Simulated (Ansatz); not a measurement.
Reaction (formal exchange of groups at the Si–Si bond): `O[SiH](Cl)[SiH](Cl)Cl` + `OC1=CN1` → `O[SiH](Cl)Cl` + `O[SiH](Cl)C1=CN1`

Gas-phase electronic energies from Ansatz, PBE0-D4/def2-TZVP geometries. CCSD(T)/CBS is the MP2 limit (def2-TZVPP, def2-QZVPP) plus CCSD(T) − MP2 in def2-TZVPP, frozen cores. This one scheme is used for every species. Functionals use def2-TZVPP. Each species was taken in one conformer, which may not be the lowest.

```
  level  ΔE (eV)
 PBE-D4    -1.83
ωB97X-V    -2.10
    PBE    -1.86
   PBE0    -1.98
```

What does CCSD(T)/CBS give? (An estimate is asked.)

Computed: -2.28 eV. The listed levels differ from it by 0.45, 0.18, 0.42, 0.30 eV.

Largest T1 diagnostic among the species: 0.014.

From PBE to PBE0 (25 % exact exchange), in def2-TZVPP and without D4, ΔE moves by −0.12 eV. The D4 term adds +0.05 eV with B3LYP and +0.03 eV with PBE0; it sums over pairs of atoms, weighted by their polarisabilities, and B3LYP, whose exchange is more repulsive, gets the larger term.

B3LYP here is the variant with VWN-RPA as its local correlation; programs differ in this.
